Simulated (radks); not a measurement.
Isoelectronic series with 38 electrons, all held in the configuration [Kr] 5s2, which need not be the ground one along the series. Calculated with a radial shooting solver on a logarithmic mesh with Libxc functionals: Dirac Kohn-Sham, PBE, spin-unpolarised, spherical densities, finite nucleus; Fermi nuclear charge, rms radius of each element as measured or else 0.836 A^(1/3) + 0.57 fm. Total energies (hartree) and mean radii <r> (bohr):

ion,E (hartree),5s1/2,4p3/2
Sr,-3179.76593,4.333,1.579
Nb3+,-3817.91901,2.668,1.252
Ru6+,-4521.07224,2.058,1.050
Ag9+,-5289.92608,1.703,0.9092
Sn12+,-6125.41015,1.463,0.8039
I15+,-7028.63196,1.286,0.7217
Ba18+,-8000.8560,1.149,0.6553
Pr21+,-9043.5112,1.039,0.6004
Sm24+,-10158.1577,0.9490,0.5541
Tb27+,-11346.6543,0.8730,0.5145
